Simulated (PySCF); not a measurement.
# How methods differ on the ionisation energy of In³⁴⁺

In³⁴⁺ [Ne] 3s2 3p3 (4S) → In³⁵⁺ [Ne] 3s2 3p2 (3P), as a difference of total energies. All numbers are calculated (PySCF 2.14, the spin-free X2C one-electron Hamiltonian (Gaussian nucleus), in an uncontracted even-tempered set (18 s from 5.6 bohr⁻², ratio 2.5; 12 p from 7.3 bohr⁻², ratio 2.5; 5 d from 30 bohr⁻², ratio 2.7; 4 f from 45 bohr⁻², ratio 2.7)). Correlated levels: outer shells: 1s2 frozen; virtual orbitals above 40 to 60 times the deepest correlated orbital energy dropped. The calculations carry no spin-orbit coupling.

```tsv
method	ionisation energy (eV)
UHF	2214.4
LDA	2214.8
PBE	2215.3
PBE0	2215.4
r2SCAN	2216.2
revPBE	2215.2
B3LYP	2215.6
MP2 (outer shells)	2214.9
SCS-MP2 (outer shells)	2214.6
```

Spin-orbit coupling is strong in these open shells (close to jj coupling). The scalar numbers leave it out and a first-order estimate fails, so it can dominate the gap to the real levels.

Breit and QED terms and the two-electron picture change are absent.

For comparison: 2207 ± 8 eV (semi-empirical (NIST evaluation); NIST Atomic Spectra Database, ionization energies).
